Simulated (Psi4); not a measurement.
H$_{4}$HfO$_{4}$, singlet, at a GFN2-xTB geometry (such geometries of metal compounds can be far from the true shape) (core potentials on Hf). Base run: R2SCAN/def2-SV(P) (Psi4).

Geometry (Å):
```xyz
9

Hf     0.0000     0.0000     0.0000
O      1.7908    -0.2216    -0.5011
H      2.0004     0.3254    -1.2675
O      0.0974     0.1868     1.8609
H      1.0163     0.2225     2.1522
O     -0.5938     1.3689    -1.1317
H     -1.4543     1.1501    -1.5088
O     -1.2944    -1.3341    -0.2280
H     -1.5624    -1.6981     0.6241
```
Charge 0, spin multiplicity 1.
All else is at Psi4's defaults (density fitting).

The base run was repeated with changes; each row names its change, and settings that it needs were set with it.

```
change                      E (Eh)  core-seconds (rough)
----------------------  ----------  --------------------
base                    -351.10631                    10
functional = x3lyp      -351.10375                     7
functional = bhhlyp     -350.96443                     5
functional = m06        -351.07612                    10
functional = svwn       -349.91858                     5
functional = wb97x-v    -351.09216                   100
functional = b97m-v     -351.13071                   100
functional = pbe        -350.93855                     7
functional = pw6b95     (withheld)                    10
functional = wb97x      -351.16071                     7
functional = b3lyp5     (withheld)                     7
functional = blyp       (withheld)                     8
functional = cam-b3lyp  (withheld)                     8
```

Q: Complete the blanks.

A: 
- functional = pw6b95, E (Eh): -351.55101
- functional = b3lyp5, E (Eh): -351.06913
- functional = blyp, E (Eh): -351.16405
- functional = cam-b3lyp, E (Eh): -351.09120

Totals shift with the method and basis; they matter in differences.
